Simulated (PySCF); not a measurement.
**A small calculation by hand: oscillator strength and radiative lifetime**

trans-1,3,3,3-tetrafluoropropene (C₃H₂F₄), SMILES F/C=C/C(F)(F)F.

Coordinates come from a B3LYP-D3(BJ)/def2-SVP optimisation.

PySCF with TDDFT-M06-2X/def2-SVPD puts the first singlet state with f over 0.02 at 7.68 eV (vertical), with the transition dipole (-0.679, -1.213, 0.000) in atomic units.

Task: Find the oscillator strength, the wavelength and the radiative lifetime that this transition would have in vacuum if emission retraced absorption.

Result: 
|μ|² = 1.9324 au, so |μ| = 3.53 D. ΔE = 7.68/27.211 = 0.2822 hartree. f = (2/3) ΔE |μ|² = 0.364 (the program prints 0.364).
λ = 1239.84/7.68 = 161 nm; ν = 61943 cm⁻¹.
Einstein's coefficient A = 0.6670 ν² f s⁻¹ (ν in cm⁻¹) = 9.3e8 s⁻¹, so τ = 1/A = 1.1 ns. This state is S1. The figure is the radiative limit of this one transition; relaxation, internal conversion, crossing to triplets and a medium change what is measured.
